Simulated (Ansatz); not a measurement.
Geometry optimisation, DFT PBEsol, scalar-relativistic, plane waves, PAW in Ansatz.

The input (input.yaml):

```yaml
crystal:
  lattice:
    - [6.3, 0.0, 0.0]
    - [0.0, 6.3, 0.0]
    - [0.0, 0.0, 16.725]
  atoms:
    - { symbol: Mo, position: [0.25, 0.25, 0.0597907] }
    - { symbol: Mo, position: [0.75, 0.25, 0.0597907] }
    - { symbol: Mo, position: [0.25, 0.75, 0.0597907] }
    - { symbol: Mo, position: [0.75, 0.75, 0.0597907] }
    - { symbol: Mo, position: [0.0, 0.0, 0.1539611] }
    - { symbol: Mo, position: [0.5, 0.0, 0.1539611] }
    - { symbol: Mo, position: [0.0, 0.5, 0.1539611] }
    - { symbol: Mo, position: [0.5, 0.5, 0.1539611] }
    - { symbol: Mo, position: [0.25, 0.25, 0.2481315] }
    - { symbol: Mo, position: [0.75, 0.25, 0.2481315] }
    - { symbol: Mo, position: [0.25, 0.75, 0.2481315] }
    - { symbol: Mo, position: [0.75, 0.75, 0.2481315] }
    - { symbol: Mo, position: [0.0, 0.0, 0.3423019] }
    - { symbol: Mo, position: [0.5, 0.0, 0.3423019] }
    - { symbol: Mo, position: [0.0, 0.5, 0.3423019] }
    - { symbol: Mo, position: [0.5, 0.5, 0.3423019] }
    - { symbol: Se, position: [0.1359199, 0.1521538, 0.4923767] }
basis:
  ecutwfc: 420.0
kpoints:
  mp_grid: { grid: [3, 3, 1] }
hamiltonian:
  xc: pbesol
scf:
  occupations: { method: fermi_dirac, width: 0.05 }
  lower_state_search: "off"
relax:
  f_tol: 0.03
  max_steps: 60
  adjacent_minimum: "off"
  constraints: [{ sites: [0, 1, 2, 3] }]
output:
  write_density: true
  write_potential: true
  elf: true
  volumetric_format: npy
```

Launched with:

```bash
$ ansatz run input.yaml --threads 4 --pin off --max-ram 10240MiB --backend cpu --events-out ev --progress --plain --runs-dir out
```

Where does it end, and by what steps?

The run converged. Limits of this set-up: coarse k mesh, thin slab, slab without dipole correction, a typed lattice constant that wasn't relaxed here. After 11 steps the energy has fallen by 4.597 eV; Se17 moved furthest, 1.80 Å. Joined: Mo9–Se17 (4.19 → 2.73 Å), Mo16–Se17 (4.05 → 2.61 Å).

```json
{"step": "0", "energy less start (eV)": "0.0000", "largest force component (eV/Å)": "3.296", "accepted": "yes"}
{"step": "1", "energy less start (eV)": "-1.3359", "largest force component (eV/Å)": "2.976", "accepted": "yes"}
{"step": "2", "energy less start (eV)": "-2.1052", "largest force component (eV/Å)": "1.721", "accepted": "yes"}
{"step": "3", "energy less start (eV)": "-2.6278", "largest force component (eV/Å)": "0.880", "accepted": "yes"}
{"step": "4", "energy less start (eV)": "-3.0566", "largest force component (eV/Å)": "1.084", "accepted": "yes"}
{"step": "5", "energy less start (eV)": "-3.4326", "largest force component (eV/Å)": "1.133", "accepted": "yes"}
{"step": "6", "energy less start (eV)": "-3.7763", "largest force component (eV/Å)": "1.106", "accepted": "yes"}
{"step": "7", "energy less start (eV)": "-4.0784", "largest force component (eV/Å)": "0.950", "accepted": "yes"}
{"step": "8", "energy less start (eV)": "-4.3412", "largest force component (eV/Å)": "0.780", "accepted": "yes"}
{"step": "9", "energy less start (eV)": "-4.5374", "largest force component (eV/Å)": "0.351", "accepted": "yes"}
{"step": "10", "energy less start (eV)": "-4.5958", "largest force component (eV/Å)": "0.075", "accepted": "yes"}
{"step": "11", "energy less start (eV)": "-4.5974", "largest force component (eV/Å)": "0.017", "accepted": "yes"}
```

```xyz
17
Lattice="6.3000 0.0000 0.0000 0.0000 6.3000 0.0000 0.0000 0.0000 16.7250" Properties=species:S:1:pos:R:3
Mo 1.575 1.575 1.000
Mo 4.725 1.575 1.000
Mo 1.575 4.725 1.000
Mo 4.725 4.725 1.000
Mo -0.003 -0.003 2.324
Mo 3.152 -0.003 2.324
Mo -0.004 3.152 2.324
Mo 3.152 3.152 2.324
Mo 1.573 1.573 3.975
Mo 4.723 1.573 4.003
Mo 1.573 4.723 4.003
Mo 4.724 4.724 3.986
Mo -0.003 -0.003 5.348
Mo 3.151 -0.003 5.348
Mo -0.003 3.151 5.348
Mo 3.150 3.150 5.348
Se 1.573 1.573 6.704
```

Whether the end is a true minimum wasn't checked by a vibrational analysis.

Run time: 110 s on 4 threads of Intel(R) Xeon(R) Platinum 8488C (Sapphire Rapids) (shared host), peak memory 2.3 GiB.
